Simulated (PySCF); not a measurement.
A GIAO shielding run with PySCF (density fitting, non-relativistic, gas phase) on SMILES [SiH3]C[C@H]1C=COC=CC1, C₇H₁₂OSi:

```
$ OMP_NUM_THREADS=1 python probes_run.py task.json out

{"job": {"kind": "nmr", "xc": "PBE0", "basis": "pcSseg-1"}, "charge": 0, "multiplicity": 1}
Si     2.590302    -0.818254    -0.228293
C      1.079767     0.166262    -0.831218
C      0.294292     0.879045     0.278734
C     -0.825839     1.686051    -0.303696
C     -2.023389     1.257679    -0.690375
O     -2.586787     0.024056    -0.702460
C     -2.042469    -1.081998    -0.135501
C     -1.047223    -1.212879     0.734430
C     -0.232266    -0.112451     1.331898
H      3.421566    -1.148134    -1.386951
H      3.356501     0.007080     0.710083
H      2.188075    -2.060490     0.434473
H      1.412842     0.924143    -1.544954
H      0.404659    -0.493551    -1.379766
H      0.979111     1.570080     0.784691
H     -0.635827     2.741669    -0.432179
H     -2.734747     1.955047    -1.117039
H     -2.587861    -1.951045    -0.483377
H     -0.797487    -2.219005     1.034417
H      0.612660    -0.543357     1.872184
H     -0.834803     0.446996     2.054427
```

Hardware: 1 thread of an Arm Neoverse N1, shared host. The job also computes population analyses, field gradients, ring-centre shieldings.

(1) How large is the calculation?

(2) How long does it take, and how much memory does it need?

Results:

(1) 76 electrons, 220 basis functions and 1159 auxiliary functions.

(2) 100 s of wall time, with 14 SCF cycles and 5 response iterations; peak memory 1.1 GiB. Times on a shared host scatter by some tens of per cent.
